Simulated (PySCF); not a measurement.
Electron correlation in Ba⁴⁰⁺ (barium, charge +40)

[Ne] 3s2 3p4, high-spin 3P determinant. All numbers are calculated (PySCF 2.14, the spin-free X2C one-electron Hamiltonian (Gaussian nucleus), in an even-tempered Gaussian basis (18 s from 6.9 bohr⁻², ratio 2.5; 12 p from 9 bohr⁻², ratio 2.5; 5 d from 40 bohr⁻², ratio 2.7; 4 f from 60 bohr⁻², ratio 2.7)). Frozen: 1s2; 14 electrons correlated; the 21 highest virtual orbitals of each spin left out.

```
  level  correlation energy (mhartree)
   CCSD                        -590.62
    (T)                          -1.07
CCSD(T)                        -591.69
```

Diagnostics: T1 = 0.00057, D1 = 0.0027, largest double amplitude 0.019.

Spin-orbit coupling is strong in this species (close to jj coupling), so the high-spin LS determinant is a model state, not a physical level.

Cost of the coupled-cluster step: roughly 60 core-seconds, for 14 correlated electrons.

At this charge the one-electron X2C treatment keeps the bare 1/r₁₂, with no two-electron picture change or Breit term. The effect here is smaller than on the frozen 1s shell; and a scalar Hamiltonian misses the large spin-orbit splitting of the p shells, which matters for ns² → np² pairs.

Spin-orbit coupling is strong in this species, so the high-spin LS determinant is a model state.
